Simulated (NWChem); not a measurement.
Molecule: C$_{2}$H$_{5}$FSi$_{2}$; SMILES [SiH2]1C(F)=C[SiH2]1

```xyz
10

F      0.3678    -2.3265     0.0000
C      0.2606    -0.9831     0.0000
C      1.3199    -0.1439     0.0000
Si     0.5019     1.5515     0.0000
Si    -1.3200     0.0729     0.0000
H      2.3559    -0.4793     0.0000
H      0.7549     2.3864     1.2064
H      0.7549     2.3864    -1.2064
H     -2.1752    -0.0924     1.2071
H     -2.1752    -0.0924    -1.2071
```
Atoms are numbered in this order, from 1.

Results from NWChem. Pople sets run with spherical d functions. Structure relaxed at the B3LYP/6-31G* (spherical d) level. Core excitations by TDA in a window of 1s orbitals, non-relativistic and unshifted: absolute energies depend strongly on the exact-exchange share.

Problem. Estimate the computed values for F K edge, PBE/6-311G**. Quantities: first 1s excitation (eV); dipole oscillator strength of the first; first state with f > 0.002 (eV); dipole oscillator strength of that state.

Solution. The first 1s excitation (eV) is 658.8 and the dipole oscillator strength of the first is 0.0060. The first state with f > 0.002 (eV) is 658.8. The dipole oscillator strength of that state comes out as 0.0060.
